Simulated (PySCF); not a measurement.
## C₆ coefficients of unlike pairs at PBE0

Calculated with PySCF 2.14 from the dipole response of each species, C₆(A,B) = (3/π) ∫ α_A(iu) α_B(iu) du, in atomic units, from isotropic polarisabilities. For ions this is the dispersion term alone; charge-induced terms of lower order in 1/R come first.

| species | configuration | basis | relativity | α (bohr³) | C₆ (like pair) |
| --- | --- | --- | --- | --- | --- |
| Cu | [Ar] 3d10 4s1 (2S) | aug-cc-pVTZ-PP with one added diffuse shell each of s, p, d, f, g type with ECP10MDF (7s7p6d4f3g) | core potential | 46.02 | 297.6 |
| Se³⁺ | [Ar] 3d10 4s2 4p1 (2P) | aug-cc-pVTZ-PP with ECP10MDF (6s5p4d2f) | core potential | 6.587 | 22.37 |
| Co | [Ar] 3d7 4s2 (4F) | def2-TZVPPD (6s6p4d2f1g) | none | 57.79 | 483.1 |
| P²⁺ | [Ne] 3s2 3p1 (2P) | aug-cc-pV(Q+d)Z with one added diffuse shell each of s, p, d, f, g type (8s7p6d4f3g) | none | 9.275 | 33.53 |

**Question.** Estimate C₆ for P²⁺ with Se³⁺.

**Answer.** The integral gives 27.13. The combination rule 2 C_A C_B / (C_A α_B/α_A + C_B α_A/α_B) gives 27.12 and the geometric mean 27.39.

No spin-orbit coupling is included.

The other pairs:

```json
{"pair": "Co, Se³⁺", "C₆": "89.00"}
{"pair": "Co, Cu", "C₆": "378.5"}
{"pair": "P²⁺, Cu", "C₆": "92.03"}
{"pair": "Se³⁺, Cu", "C₆": "71.45"}
{"pair": "P²⁺, Co", "C₆": "115.6"}
```
